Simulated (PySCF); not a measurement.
In: ionisation energy

In [Kr] 4d10 5s2 5p1 (2P) → In⁺ [Kr] 4d10 5s2 (1S), as a difference of total energies. Calculation: PySCF 2.14, in aug-cc-pVQZ-DK3 (9s8p6d3f2g, 102 functions); scalar relativity by spin-free X2C-1e. Correlated levels: valence: [Kr] 4d10 frozen. The calculations carry no spin-orbit coupling.

| method | ionisation energy (eV) |
| --- | --- |
| UHF | 5.218 |
| MP2 (valence) | 5.426 |
| SCS-MP2 (valence) | 5.412 |
| CCSD (valence) | 5.471 |
| CCSD(T) (valence) | 5.494 |

Question: How much does correlation contribute at CCSD(T) (valence)?

Answer: 5.494 − (5.218) = 0.276 eV, measured against UHF.

Errors of the correlated levels include the incompleteness of this basis and the frozen core.

For comparison: 5.603 eV (measured; NIST levels, between the centres of gravity of the two terms).
